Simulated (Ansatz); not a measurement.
```yaml
crystal:
  periodic: [false, false, false]
  atoms:
    - {symbol: In, position_ang: [-0.001392, 0.002672, -0.278172]}
    - {symbol: Br, position_ang: [0.011918, -0.022909, 2.385188]}
    - {symbol: H, position_ang: [1.702621, 0.011914, -0.710819]}
    - {symbol: H, position_ang: [-0.860969, 1.481664, -0.683901]}
    - {symbol: H, position_ang: [-0.852188, -1.473332, -0.712285]}
basis:
  gaussian: {orbitals: def2-TZVPP}
total_charge: -1
magnetization: {spin_polarized: true, initial_magnetization: 0}
hamiltonian: {xc: {name: PBE0}, pseudopotentials: {relativity: none}}
scf: {lower_state_search: full}
output: {forces: true}
```

```sh
$ ansatz run in.yaml --threads 4 --pin off --events-out ev --progress --plain --max-ram 3916MiB
```

Shortened log:

```
Functional definition: PBE0
  name "PBE0"
  cite "Adamo & Barone, J. Chem. Phys. 110, 6158 (1999) doi:10.1063/1.478522"
  cite "Perdew, Burke & Ernzerhof, Phys. Rev. Lett. 77, 3865 (1996) doi:10.1103/PhysRevLett.77.3865"
  parent pbe
  parameter a = 0.25
  parameter kappa = 0.804
  parameter beta = 0.06672455060314922
  exchange = (1 - a)*pbe_x(kappa = kappa, mu = beta*pi^2/3) + a*exact_x
  correlation = pbe_c(beta = beta)
1071 factors; their error is unknown
mean field evaluation 1: about -75261.7753 eV, gradient 1.8e1 eV
mean field evaluation 2: about -75262.0517 eV, gradient 1.8e1 eV
mean field evaluation 4: about -75262.9972 eV, gradient 3.0e-1 eV
mean field evaluation 8: about -75263.4797 eV, gradient 1.6e-2 eV
mean field evaluation 16: about -75263.4797 eV, gradient 1.6e-5 eV
mean field -75263.47969568 eV, -2765.8818633972 hartree, gradient 1.6e-5 eV, S^2 0.000000; 0 other end points of the search recorded, 0 dependent functions left out
the calculation of the forces begins
reference -75263.47973630 eV, -2765.8818648903 hartree; 30, 30 occupied and 110, 110 virtual orbitals, 1071 factors
Total energy: -75263.47973630 eV, -2765.8818648903 hartree
Atom 0 at    -0.001392     0.002672    -0.278172 Å, force     0.000440    -0.000726     0.077469 eV/Å
Atom 1 at     0.011918    -0.022909     2.385188 Å, force    -0.000070     0.000151    -0.014375 eV/Å
Atom 2 at     1.702621     0.011914    -0.710819 Å, force     0.024588     0.000260    -0.021144 eV/Å
Atom 3 at    -0.860969     1.481664    -0.683901 Å, force    -0.012548     0.021603    -0.020753 eV/Å
Atom 4 at    -0.852188    -1.473332    -0.712285 Å, force    -0.012410    -0.021289    -0.021197 eV/Å
Dipole moment:    -0.000364     0.000688    -0.072144 e Å
```

Hardware: 4 threads of Arm Neoverse V1 on a shared host. Wall time 2.2 s.

In the def2 sets In takes a core potential; there is no spin–orbit coupling. The highest occupied level of an anion often lies above zero with these methods, and sets without diffuse functions describe the outer electron poorly.

The dipole of an ion depends on the origin.
